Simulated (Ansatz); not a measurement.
TaO3H: single points at one geometry.

```yaml
crystal:
  periodic: [false, false, false]
  atoms:
    - {symbol: Ta, position_ang: [-0.042576, -0.753175, 0.469262]}
    - {symbol: O, position_ang: [1.125597, 0.683427, 0.431158]}
    - {symbol: O, position_ang: [1.559836, -0.319682, 1.447932]}
    - {symbol: O, position_ang: [-1.211729, -0.147795, -0.856706]}
    - {symbol: H, position_ang: [-1.431128, 0.537235, -1.491647]}
basis:
  gaussian: {orbitals: def2-TZVP, initial_orbitals: start.molden}
hamiltonian: {xc: pbe0, dispersion: d4}
scf: {omitted_lower_state_checks: [starts]}
output: {orbitals: {seedname: orbitals}}
```

The file start.molden holds the orbitals of an earlier run on this structure, at another level or in another basis.

```sh
$ ansatz run in.yaml --threads 4 --pin off --events-out ev --progress --plain --max-ram 3916MiB
```

Output, abridged:

```
Functional definition: PBE0
905 factors; their error is unknown
mean field evaluation 1: about -7699.8406 eV, gradient 1.6e2 eV
mean field evaluation 2: about -7703.2450 eV, gradient 3.5e0 eV
mean field evaluation 4: about -7703.2936 eV, gradient 3.1e-1 eV
mean field evaluation 8: about -7703.2937 eV, gradient 1.7e-5 eV
mean field -7703.29370944 eV, -283.0908223419 hartree, gradient 1.7e-5 eV, S^2 0.000000; 0 other end points of the search recorded, 0 dependent functions left out
reference -7703.29374580 eV, -283.0908236782 hartree; 19, 19 occupied and 120, 120 virtual orbitals, 905 factors
Total energy: -7703.37079482 eV, -283.0936551773 hartree
Checks for a lower state left out: starts
```

It took 1.1 s on 4 threads of Intel Xeon Platinum 8375C on a shared host.

As the first input, with `hamiltonian: {xc: {name: revPBE}, dispersion: d4}` (abridged; 0.85 s):

```
Functional definition: revPBE
mean field -7710.44999460 eV, -283.3538109707 hartree, gradient 1.8e-5 eV, S^2 0.000000
Total energy: -7710.70101881 eV, -283.3630359403 hartree
Checks for a lower state left out: starts
```

First input, but with `hamiltonian: {xc: {name: B2PLYP}}` and without the key `output` (abridged; 1.8 s):

```
Functional definition: B2PLYP
mean field -7693.41961733 eV, -282.7279561497 hartree, gradient 2.3e-6 eV, S^2 0.000000; unrestricted orbitals would lower it
3 core orbitals not correlated: weight in the atoms' cores, before any rotation towards them, 1.000 or more for the frozen orbitals, at most 0.000 for the correlated occupied ones
second order -35.95095580 eV of doubles, -0.00000000 eV of singles
Total energy: -7703.12652198 eV, -283.0846783162 hartree
Checks for a lower state left out: starts
```

First input, but with `hamiltonian: {xc: lda}` (abridged; 0.55 s):

```
Functional definition: SPW92
mean field -7664.39196998 eV, -281.6612097852 hartree, gradient 1.2e-5 eV, S^2 0.000000
Total energy: -7664.39201591 eV, -281.6612114731 hartree
Checks for a lower state left out: starts
```

First input, but with `gaussian: {orbitals: def2-TZVPP, initial_orbitals: start.molden}`, `correlation: {method: ccsd_t}` and without the key `hamiltonian` (abridged; 30 s):

```
Functional definition: HF
mean field evaluation 16: about -7660.0697 eV, gradient 7.0e0 eV
mean field evaluation 32: about -7660.5416 eV, gradient 2.4e-2 eV
mean field -7662.60443972 eV, -281.5955192598 hartree, gradient 2.7e-6 eV, S^2 0.000000; 1 other end points of the search recorded, 0 dependent functions left out; unrestricted orbitals would lower it
determinant -7662.60443972 eV, -281.5955192598 hartree, with singles and doubles -7692.29184040 eV, -282.6865111119 hartree
determinant -7660.54159518 eV, -281.5197111213 hartree, with singles and doubles -7689.69640024 eV, -282.5911304454 hartree
3 core orbitals not correlated: weight in the atoms' cores, before any rotation towards them, 1.000 or more for the frozen orbitals, at most 0.000 for the correlated occupied ones
second order -30.19436032 eV of doubles, -0.00000000 eV of singles
cycle   1  -29.56264118 eV  change    -1.9e0 eV  update   2.9e-2
cycle   2  -29.62049445 eV  change   -5.8e-2 eV  update   8.2e-3
cycle   3  -29.61314455 eV  change    7.3e-3 eV  update   5.4e-3
cycle   4  -29.61773153 eV  change   -4.6e-3 eV  update   3.7e-3
cycle   5  -29.61892278 eV  change   -1.2e-3 eV  update   2.5e-3
cycle   6  -29.62272887 eV  change   -3.8e-3 eV  update   1.5e-3
cycle   7  -29.62275076 eV  change   -2.2e-5 eV  update   8.8e-4
cycle   8  -29.62305109 eV  change   -3.0e-4 eV  update   6.2e-4
cycle   9  -29.62289245 eV  change    1.6e-4 eV  update   3.2e-4
cycle  10  -29.62269813 eV  change    1.9e-4 eV  update   1.8e-4
cycle  11  -29.62271808 eV  change   -2.0e-5 eV  update   8.9e-5
cycle  12  -29.62279280 eV  change   -7.5e-5 eV  update   4.7e-5
cycle  13  -29.62278898 eV  change    3.8e-6 eV  update   2.0e-5
perturbative correction -1.60371330 eV, -0.0589353768 hartree
Total energy: -7693.83094200 eV, -282.7430720526 hartree
Checks for a lower state left out: starts
```

The first input with `hamiltonian: {xc: {name: B3LYP}, dispersion: d4}` (abridged; 1.6 s):

```
Functional definition: B3LYP
mean field -7710.81562111 eV, -283.3672474974 hartree, gradient 1.8e-5 eV, S^2 0.000000
Total energy: -7710.96688804 eV, -283.3728064545 hartree
Checks for a lower state left out: starts
```

First input, but with `hamiltonian: {xc: pbe, dispersion: d4}` (abridged; 0.85 s):

```
Functional definition: PBE
mean field -7705.36723958 eV, -283.1670231690 hartree, gradient 1.7e-5 eV, S^2 0.000000
Total energy: -7705.45922118 eV, -283.1704034306 hartree
Checks for a lower state left out: starts
```

Geometry: r2SCAN-D4/def2-TZVP.

In the def2 sets Ta takes a core potential; there is no spin–orbit coupling. B3LYP takes the VWN-RPA correlation. Correlated methods freeze 3 core orbitals; core or outer-core shells of Ta are correlated, in sets that lack core-valence functions. The structure holds one bond between oxygen atoms, so isomers without such links may lie far lower. The restricted singlet is unstable towards broken spin symmetry at other levels; at PBE0-D4/def2-TZVP, revPBE-D4/def2-TZVP, LDA (SPW92)/def2-TZVP, B3LYP-D4/def2-TZVP this wasn't settled. At B2PLYP/def2-TZVP, CCSD(T)/def2-TZVPP, PBE-D4/def2-TZVP the restricted singlet (for correlated methods, its reference) is unstable: a solution with broken spin symmetry lies lower. The geometry of the singlet was relaxed on an unsound state (restricted singlet, unstable towards broken spin symmetry at other levels and untested here). The structure comes from a short search, and lower isomers may exist.
